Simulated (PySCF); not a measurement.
PySCF input (M06-2X/6-311+G**):

```python
from pyscf import gto, dft

mol = gto.M(
    atom='''
    C     1.59686800    0.71211700   -0.07494600
    Si   -0.00952900   -0.20856300   -0.37574900
    C    -1.50729300    0.88449800   -0.09190400
    F    -0.08230700   -1.41246900    0.70829000
    H     2.46148500    0.06146200   -0.20957200
    H     1.61490600    1.10059300    0.94838300
    H     1.68984500    1.55329100   -0.76474300
    H    -1.49335300    1.27320100    0.93140400
    H    -1.49904500    1.73037600   -0.78216300
    H    -2.43711700    0.33349200   -0.23633200
    ''',
    basis='6-311+g**',
    charge=0,
    spin=1,
    verbose=4,
)

mf = dft.UKS(mol, xc='m062x').density_fit(auxbasis='def2-universal-jkfit')
mf.grids.level = 4
mf.conv_tol = 1e-9
mf.max_cycle = 100
mf.max_memory = 1500
mf.kernel()
if not mf.converged:
    mf = mf.newton()
    mf.kernel(mf.make_rdm1())
mo, _, stable, _ = mf.stability(return_status=True)
if not stable:
    mf.kernel(mf.make_rdm1(mo, mf.mo_occ))
    stable = mf.stability(return_status=True)[2]
mf.dip_moment()
```

From the output:

```
  HOMO = -0.249275551876  LUMO = -0.0774581185504  gap/eV = 4.67539
cycle= 5 E= -469.152662884971  delta_E= -0.00027  |g|= 0.00434  |ddm|= 0.0365
  alpha nocc = 21  HOMO = -0.250355013511097  LUMO = 0.012136520322712
  beta  nocc = 20  HOMO = -0.367780585193287  LUMO = -0.0787041008502314
  HOMO = -0.250355013511  LUMO = -0.0787041008502  gap/eV = 4.67086
cycle= 6 E= -469.152685823699  delta_E= -2.29e-05  |g|= 0.00125  |ddm|= 0.0152
  alpha nocc = 21  HOMO = -0.250350075762569  LUMO = 0.0121302575356155
  beta  nocc = 20  HOMO = -0.367649267500994  LUMO = -0.0791798620175399
  HOMO = -0.250350075763  LUMO = -0.0791798620175  gap/eV = 4.65778
cycle= 7 E= -469.152688135903  delta_E= -2.31e-06  |g|= 0.000372  |ddm|= 0.00476
  alpha nocc = 21  HOMO = -0.250428827252378  LUMO = 0.0121286230411654
  beta  nocc = 20  HOMO = -0.367732053951656  LUMO = -0.0792251792260998
  HOMO = -0.250428827252  LUMO = -0.0792251792261  gap/eV = 4.65869
cycle= 8 E= -469.152688331287  delta_E= -1.95e-07  |g|= 0.000119  |ddm|= 0.00121
  alpha nocc = 21  HOMO = -0.250407216758816  LUMO = 0.0121334293804015
  beta  nocc = 20  HOMO = -0.367713379828373  LUMO = -0.0792030401894692
  HOMO = -0.250407216759  LUMO = -0.0792030401895  gap/eV = 4.65870
cycle= 9 E= -469.15268835046  delta_E= -1.92e-08  |g|= 2.83e-05  |ddm|= 0.00036
  alpha nocc = 21  HOMO = -0.25041475986724  LUMO = 0.0121337652847425
  beta  nocc = 20  HOMO = -0.367721659227698  LUMO = -0.0792138969178069
  HOMO = -0.250414759867  LUMO = -0.0792138969178  gap/eV = 4.65861
cycle= 10 E= -469.152688351437  delta_E= -9.77e-10  |g|= 9.14e-06  |ddm|= 8.75e-05
  alpha nocc = 21  HOMO = -0.250411177259849  LUMO = 0.0121338122747591
  beta  nocc = 20  HOMO = -0.367720361933493  LUMO = -0.0792088593886149
  HOMO = -0.25041117726  LUMO = -0.0792088593886  gap/eV = 4.65865
Extra cycle  E= -469.152688351529  delta_E= -9.14e-11  |g|= 4.76e-06  |ddm|= 3.77e-05
converged SCF energy = -469.152688351529  <S^2> = 0.75198829  2S+1 = 2.0019873
uhf_internal: lowest eigs of H = [0.34554031 0.36166671 0.37088627]
<class 'pyscf.df.df_jk.DFUKS'> wavefunction is stable in the internal stability analysis
Dipole moment(X, Y, Z, Debye):  0.11056,  1.90957, -0.82890
```

The geometry given is a B3LYP-D3(BJ)/def2-TZVP minimum.
